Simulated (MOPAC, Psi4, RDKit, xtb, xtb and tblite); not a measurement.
Two geometries of C₂H₉NOSi, SMILES O(C[SiH2]N)C, relaxed at GFN2-xTB with one dihedral held; other torsions can differ between them too.

Structure A

```
14

C      2.2689     0.4356     0.2332
O      0.9230     0.1540     0.4847
C      0.2367    -0.4901    -0.5959
Si    -0.3915    -2.1644     0.0613
N     -1.4438    -1.7398     1.3495
H      2.6604     0.9133     1.1310
H      2.3871     1.1184    -0.6185
H      2.8436    -0.4779     0.0329
H      0.9038    -0.6145    -1.4505
H     -0.5757     0.1689    -0.9149
H     -1.1853    -2.8679    -0.9484
H      0.7897    -2.9673     0.4213
H     -1.1988    -0.9319     1.9009
H     -1.8447    -2.4564     1.9322
```

Structure B

```
14

C     -1.2489     0.2859    -1.8418
O     -0.8250    -0.0191    -0.5447
C      0.3670    -0.7837    -0.4595
Si     1.7826    -0.3664    -1.6752
N      3.0283    -1.4611    -1.2111
H     -2.2182     0.7726    -1.7391
H     -1.3631    -0.6186    -2.4523
H     -0.5548     0.9654    -2.3496
H      0.1119    -1.8483    -0.5872
H      0.6976    -0.6616     0.5741
H      1.4809    -0.7280    -3.0626
H      2.1088     1.0677    -1.5897
H      3.2456    -1.5838    -0.2353
H      3.8773    -1.4775    -1.7515
```

### Question
Which is lower in energy at the level Psi4 with PBE0-D3(BJ)/def2-TZVP // GFN2-xTB, and by how much?

### Answer
A is lower, by 5.44 kJ/mol (dihedral C1–O2–C3–Si4: 120° in A, 40° in B).

E(B) − E(A) in kJ/mol at the other levels, on the same two geometries: GFN2-xTB (xtb and tblite) -0.87; MMFF94 // GFN2-xTB (RDKit) 17.70; PBE0/def2-TZVP // GFN2-xTB (Psi4) 6.35; PBE/def2-TZVP // GFN2-xTB (Psi4) 6.60; PBE-D3(BJ)/def2-TZVP // GFN2-xTB (Psi4) 5.54; UFF // GFN2-xTB (RDKit) 21.24; PM3, restricted, heats of formation // GFN2-xTB (MOPAC) -7.52; PM7, restricted, heats of formation // GFN2-xTB (MOPAC) 17.50; GFN1-xTB // GFN2-xTB (xtb) 4.45.
